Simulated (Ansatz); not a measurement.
The same path of C$_{2}$H$_{6}$OSi (10 atoms, charge 0, multiplicity 1) was run 3 times with different band settings. The coordinate that changes most is the dihedral H5–O1–Si2–C4.

Method: RKS PBE-D4/def2-SVP in Ansatz.

Relaxed end points:

```xyz
10
Properties=species:S:1:pos:R:3
O -1.283 0.754 -1.674
Si -0.893 0.270 -0.115
C 0.382 -1.017 0.302
C 0.785 0.465 0.661
H -0.562 0.721 -2.326
H -2.137 0.414 0.690
H 0.980 -1.492 -0.497
H 0.221 -1.710 1.148
H 0.881 0.712 1.734
H 1.626 0.882 0.077
```

```xyz
10
Properties=species:S:1:pos:R:3
O -0.964 0.397 -1.872
Si -0.818 0.193 -0.209
C 0.408 -1.059 0.383
C 0.820 0.433 0.644
H -1.100 1.320 -2.152
H -2.092 0.434 0.538
H 1.010 -1.599 -0.368
H 0.193 -1.679 1.270
H 0.856 0.761 1.699
H 1.687 0.799 0.066
```

Common settings: movable images 5; climbing image yes; spring 5.0 eV/Å²; optimiser quadratic models (default); force threshold 0.05 eV/Å; iteration limit 60; end points relaxed.

| run | start path |
| --- | --- |
| 1 | through a guess of the saddle point |
| 2 | straight line |
| 3 | straight line |

**Question.** What does each run give, and how far can it be trusted?

**Answer.** Run 1: converged after 7 iterations, highest image 0.007 eV above the first end. The top lies less than 8 meV above the higher end, about what the thresholds resolve: that end is a shoulder or a very shallow well. A vibrational analysis at the climbing image gives one clearly imaginary mode, 131i cm⁻¹: a first-order saddle point.
Run 2: converged after 8 iterations, highest image 0.007 eV above the first end. The top lies less than 8 meV above the higher end, about what the thresholds resolve: that end is a shoulder or a very shallow well. Another band between the same ends (5 images) ends at a top of the same energy, where a vibrational analysis finds 1 clearly imaginary mode.
Run 3: converged after 8 iterations, highest image 0.007 eV above the first end. The top lies less than 8 meV above the higher end, about what the thresholds resolve: that end is a shoulder or a very shallow well. Another band between the same ends (5 images) ends at a top of the same energy, where a vibrational analysis finds 1 clearly imaginary mode.
